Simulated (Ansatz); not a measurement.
Gas-phase electronic energies from Ansatz, PBE0-D4/def2-TZVP geometries. CCSD(T)/CBS is the MP2 limit (def2-TZVPP, def2-QZVPP) plus CCSD(T) − MP2 in def2-TZVPP, frozen cores. This one scheme is used for every species. DFT in def2-TZVPP. B3LYP here is the variant with VWN-RPA as its local correlation; programs differ in this. HSE06 is defined as in plane-wave codes. def2 core potentials past Kr. For Sn outer-core shells are correlated without core-valence functions, which leaves a few kJ/mol of doubt a bond. One conformer a species, not always the lowest.

Consider the ligand exchange at the Sn–O bond: `C[O][Sn]([Cl])([Cl])[Cl]` + H₂S → `[SH][Sn]([Cl])([Cl])[Cl]` + CH₃OH.

| level | ΔE (kJ/mol) | difference from CCSD(T)/CBS |
| --- | --- | --- |
| LDA (SPW92) | -45.2 | -6.9 |
| PBE-D4 | -45.2 | -6.9 |
| revPBE-D4 | -43.9 | -5.6 |
| r2SCAN-D4 | -40.4 | -2.1 |
| B97M-V | -36.9 | 1.4 |
| PBE0-D4 | -49.5 | -11.2 |
| B3LYP-D4 | -41.8 | -3.5 |
| r2SCANh-D4 | -42.8 | -4.5 |
| r2SCAN0-D4 | -46.1 | -7.8 |
| HSE06-D4 | -50.0 | -11.7 |
| BHLYP-D4 | -44.7 | -6.4 |
| CAM-B3LYP-D4 | -37.0 | 1.3 |
| ωB97X-V | -37.3 | 1.0 |
| ωB97M-V | -41.5 | -3.2 |
| PBE-QIDH | -46.3 | -8.0 |
| PBE | -45.7 | -7.4 |
| revPBE | -46.4 | -8.1 |
| BLYP | -38.5 | -0.2 |
| r2SCAN | -40.9 | -2.6 |
| PBE0 | -50.0 | -11.7 |
| B3LYP | -42.1 | -3.8 |
| r2SCANh | -43.3 | -5.0 |
| r2SCAN0 | -46.5 | -8.2 |
| HSE06 | -50.3 | -12.0 |
| BHLYP | -43.3 | -5.0 |
| CAM-B3LYP | -37.3 | 1.0 |
| LC-ωPBE | -40.7 | -2.4 |
| RPA@PBE/def2-TZVPP | -31.5 | 6.8 |
| HF/def2-SVP | -47.5 | -9.2 |
| CCSD/def2-SVP | -34.2 | 4.1 |
| CCSD(T)/def2-SVP | -32.8 | 5.5 |
| HF/def2-TZVPP | -41.7 | -3.4 |
| MP2/def2-TZVPP | -40.1 | -1.8 |
| SCS-MP2/def2-TZVPP | -36.3 | 2.0 |
| CCSD/def2-TZVPP | -36.7 | 1.6 |
| CCSD(T)/def2-TZVPP | -35.6 | 2.7 |
| HF/def2-QZVPP | -40.2 | -1.9 |
| HF/CBS(def2) | -40.0 | -1.7 |
| MP2/CBS(def2) | -42.8 | -4.5 |
| CCSD/CBS(def2) | -39.4 | -1.1 |
| CCSD(T)/CBS | -38.3 | 0 |

(1) What do rigid-rotor, harmonic-oscillator terms from PBE0-D4/def2-TZVP frequencies (298.15 K, 1 bar) make of the CCSD(T)/CBS value? (Best estimate.)

Largest T1 diagnostic among the species: 0.012.

Results:

(1) Ansatz gave: ΔZPE = +9.6 kJ/mol, ΔH = -30.1 kJ/mol, ΔS = 12 J/(mol·K), ΔG = -33.7 kJ/mol. Modes under 50 cm⁻¹ make the entropy rough.

From PBE to PBE0 (25 % exact exchange), in def2-TZVPP and without D4, ΔE moves by −4.3 kJ/mol. At CCSD(T), def2-SVP lies +5.5 kJ/mol from the extrapolated value and def2-TZVPP +2.7 kJ/mol.

CCSD(T)/CBS has its own doubt, a few kJ/mol and more with outer-core shells, so smaller differences from it don't rank the levels.
